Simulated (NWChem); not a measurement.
System: Si2H4OClF; SMILES F[Si@H](Cl)O[SiH3]

Parts of the log:

```
             Northwest Computational Chemistry Package (NWChem) 7.3.0
             --------------------------------------------------------

                             Geometry "geometry" -> ""
                             -------------------------

 Output coordinates in angstroms (scale by  1.889725989 to convert to a.u.)

  No.       Tag          Charge          X              Y              Z
 ---- ---------------- ---------- -------------- -------------- --------------
    1 F                    9.0000     2.03380500     0.79726300     0.13614500
    2 Si                  14.0000     0.56134000     0.63159500    -0.49621800
    3 Cl                  17.0000    -0.74654300     1.55701200     0.78314700
    4 O                    8.0000     0.19821700    -0.94833200    -0.61459800
    5 Si                  14.0000    -0.40927200    -2.30394000     0.15416500
    6 H                    1.0000     0.53917500     1.27426400    -1.81975100
    7 H                    1.0000     0.18093100    -2.42364000     1.51812900
    8 H                    1.0000    -0.03998100    -3.48631800    -0.66981100
    9 H                    1.0000    -1.89214000    -2.19212200     0.25391800

 Effective nuclear repulsion energy (a.u.)     371.4567675992

                              NWChem Property Module
                              ----------------------

  itol2e modified to match energy
  convergence criterion.

                                 NWChem DFT Module
                                 -----------------

 Summary of "ao basis" -> "ao basis" (spherical)
 ------------------------------------------------------------------------------
       Tag                 Description            Shells   Functions and Types
 ---------------- ------------------------------  ------  ---------------------
 F                         def2-tzvp                11       31   5s3p2d1f
 Si                        def2-tzvp                13       37   5s5p2d1f
 Cl                        def2-tzvp                13       37   5s5p2d1f
 O                         def2-tzvp                11       31   5s3p2d1f
 H                         def2-tzvp                 4        6   3s1p

  itol2e modified to match energy
  convergence criterion.

            General Information
            -------------------
          SCF calculation type: DFT
          Wavefunction type:  closed shell.
          No. of atoms     :     9
          No. of electrons :    66
           Alpha electrons :    33
            Beta electrons :    33
          Charge           :     0
          Spin multiplicity:     1
          Use of symmetry is: off; symmetry adaption is: off
          Maximum number of iterations: 150
          AO basis - number of functions:   197
                     number of shells:    77
          Convergence on energy requested:  1.00D-07
          Convergence on density requested:  1.00D-05
          Convergence on gradient requested:  5.00D-04

              XC Information
              --------------
                         PBE0 Method XC Functional
                     Hartree-Fock (Exact) Exchange  0.250
          PerdewBurkeErnzerhof Exchange Functional  0.750
            Perdew 1991 LDA Correlation Functional  1.000 local
           PerdewBurkeErnz. Correlation Functional  1.000 non-local

             Grid Information
             ----------------
          Grid used for XC integration:  fine
          Radial quadrature: Mura-Knowles
          Angular quadrature: Lebedev.
          Tag              B.-S. Rad. Rad. Pts. Rad. Cut. Ang. Pts.
          ---              ---------- --------- --------- ---------
          F                   0.50       70          13.0       590
          Si                  1.10      123          12.0       770
          Cl                  1.00      123          13.0       770
          O                   0.60       70          10.0       590
          H                   0.35       60          13.0       590
          Grid pruning is: on
          Number of quadrature shells:   749
          Spatial weights used:  Erf1

[...]

          -----------------------
          Electric field gradient
          -----------------------

 1 a.u. = 0.324123 10**(16) esu/cm**3  ( or statvolts/cm**2 ) = 0.97174 10**(22) v/m**2

 ------------------------------------------------------------
   Atom      X         Y         Z
 ------------------------------------------------------------
    1 F    3.84333   1.50661   0.25728
 ------------------------------------------------------------

 Electric field gradient in molecular frame (a.u.)
         XX             YY             ZZ             XY             XZ             YZ
 ------------------------------------------------------------------------------------------
       -0.897893       0.557579       0.340313      -0.151063      -0.601269      -0.061337

 Principal components (a.u.) and orientation
 of principal axis w.r.t. absolute frame                      Asymmetry parameter eta
 --------------------------------------------------------------------------------------
       -1.157316       0.584236       0.573080                       0.009640

        0.922490      -0.375530      -0.089382
        0.094647      -0.004445       0.995501
        0.374238       0.926799      -0.031442

 ------------------------------------------------------------
   Atom      X         Y         Z
 ------------------------------------------------------------
    2 Si   1.06078   1.19354  -0.93772
 ------------------------------------------------------------

 Electric field gradient in molecular frame (a.u.)
         XX             YY             ZZ             XY             XZ             YZ
 ------------------------------------------------------------------------------------------
       -0.324584       0.065184       0.259400       0.090565       0.047388      -0.355387

 Principal components (a.u.) and orientation
 of principal axis w.r.t. absolute frame                      Asymmetry parameter eta
 --------------------------------------------------------------------------------------
        0.531062      -0.382464      -0.148599                       0.440372

       -0.020532       0.868178       0.495828
       -0.608902      -0.404206       0.682537
        0.792980      -0.287897       0.536934

 ------------------------------------------------------------
   Atom      X         Y         Z
 ------------------------------------------------------------
    3 Cl  -1.41076   2.94233   1.47993
 ------------------------------------------------------------

 Electric field gradient in molecular frame (a.u.)
         XX             YY             ZZ             XY             XZ             YZ
 ------------------------------------------------------------------------------------------
       -0.232928       0.411351      -0.178423       0.869522       1.210485      -0.826040

 Principal components (a.u.) and orientation
 of principal axis w.r.t. absolute frame                      Asymmetry parameter eta
 --------------------------------------------------------------------------------------
       -2.010338       1.020628       0.989710                       0.015379

        0.642527       0.717276       0.269580
       -0.443780       0.635134      -0.632189
       -0.624674       0.286565       0.726404

 ------------------------------------------------------------
   Atom      X         Y         Z
 ------------------------------------------------------------
    4 O    0.37458  -1.79209  -1.16142
 ------------------------------------------------------------

 Electric field gradient in molecular frame (a.u.)
         XX             YY             ZZ             XY             XZ             YZ
 ------------------------------------------------------------------------------------------
        0.421110      -0.793252       0.372142      -0.433487       0.132160       0.264474

 Principal components (a.u.) and orientation
 of principal axis w.r.t. absolute frame                      Asymmetry parameter eta
 --------------------------------------------------------------------------------------
       -0.994636       0.574028       0.420608                       0.154248

        0.304098       0.925381      -0.226263
        0.929377      -0.236015       0.283821
       -0.209241       0.296594       0.931800

 ------------------------------------------------------------
   Atom      X         Y         Z
 ------------------------------------------------------------
    5 Si  -0.77341  -4.35382   0.29133
 ------------------------------------------------------------

 Electric field gradient in molecular frame (a.u.)
         XX             YY             ZZ             XY             XZ             YZ
 ------------------------------------------------------------------------------------------
        0.188521      -0.307049       0.118528      -0.275722       0.147915       0.351038

 Principal components (a.u.) and orientation
 of principal axis w.r.t. absolute frame                      Asymmetry parameter eta
 --------------------------------------------------------------------------------------
       -0.625048       0.319579       0.305468                       0.022576

        0.358909      -0.454759       0.815094
        0.814458       0.579135      -0.035517
       -0.455897       0.676607       0.578239

 ------------------------------------------------------------
   Atom      X         Y         Z
 ------------------------------------------------------------
    6 H    1.01889   2.40801  -3.43883
 ------------------------------------------------------------

 Electric field gradient in molecular frame (a.u.)
         XX             YY             ZZ             XY             XZ             YZ
 ------------------------------------------------------------------------------------------
        0.075259       0.031931      -0.107190       0.001344      -0.003961       0.089100

[...]
```

Level: PBE0/def2-TZVP. The geometry was optimised at PBE0/def2-SVP. NWChem prints the field gradient with the sign opposite to the second derivative of the potential.

### Question
Which NWChem input produces such a log?

### Answer
This is not unique; one that fits is the input that was run:
```
start job
memory heap 200 mb stack 900 mb global 1100 mb
geometry units angstroms noautosym nocenter noautoz
  F      2.033805     0.797263     0.136145
  Si     0.561340     0.631595    -0.496218
  Cl    -0.746543     1.557012     0.783147
  O      0.198217    -0.948332    -0.614598
  Si    -0.409272    -2.303940     0.154165
  H      0.539175     1.274264    -1.819751
  H      0.180931    -2.423640     1.518129
  H     -0.039981    -3.486318    -0.669811
  H     -1.892140    -2.192122     0.253918
end
basis spherical
  F library def2-tzvp
  Si library def2-tzvp
  Cl library def2-tzvp
  O library def2-tzvp
  H library def2-tzvp
end
dft
  xc pbe0
  iterations 150
  semidirect filesize 400000000
end
property
  efieldgrad
end
task dft property
```
